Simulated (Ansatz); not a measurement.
`[GeH3][c]1ccccc1` and `[OH][Zr]([OH])([Cl])[c]1ccccc1` differ in one atom or group.

Ansatz, PBE0-D4/def2-TZVP geometries, multiplicity 1. Each molecule was computed in one conformer, which needn't be the lowest.

Elements past krypton have def2 core potentials. Scalar relativity is left out up to krypton.

```json
{"property": "HOMO–LUMO gap (PBE/def2-TZVPP) / eV", "`[GeH3][c]1ccccc1`": "4.94"}
{"property": "size of the dipole moment (PBE/def2-TZVPP) / D", "`[GeH3][c]1ccccc1`": "0.82"}
{"property": "size of the dipole moment (ωB97M-V/def2-TZVPP) / D", "`[GeH3][c]1ccccc1`": "0.76"}
{"property": "LUMO energy (B3LYP/def2-TZVPP) / eV", "`[GeH3][c]1ccccc1`": "-0.74"}
{"property": "LUMO energy (PBE0/def2-TZVPP) / eV", "`[GeH3][c]1ccccc1`": "-0.56"}
{"property": "HOMO–LUMO gap (B3LYP/def2-TZVPP) / eV", "`[GeH3][c]1ccccc1`": "6.40"}
```

(1) What does the change do to each property? (Best estimate.)

Answers

(1) Ansatz gave: 
| property | `[OH][Zr]([OH])([Cl])[c]1ccccc1` | shift |
| --- | --- | --- |
| HOMO–LUMO gap (PBE/def2-TZVPP) / eV | 3.96 | -0.98 |
| size of the dipole moment (PBE/def2-TZVPP) / D | 3.20 | 2.38 |
| size of the dipole moment (ωB97M-V/def2-TZVPP) / D | 3.29 | 2.53 |
| LUMO energy (B3LYP/def2-TZVPP) / eV | -1.59 | -0.85 |
| LUMO energy (PBE0/def2-TZVPP) / eV | -1.41 | -0.85 |
| HOMO–LUMO gap (B3LYP/def2-TZVPP) / eV | 5.41 | -0.99 |

With PBE0 the HOMO rises by 0.12 eV and the LUMO falls by 0.85 eV, so the gap narrows by about 0.97 eV. PBE moves the HOMO by 0.23 eV and ωB97M-V by 0.16 eV. Dipoles are sizes alone; their direction can turn.

B3LYP here is the variant with VWN-RPA as its local correlation; programs differ in this.
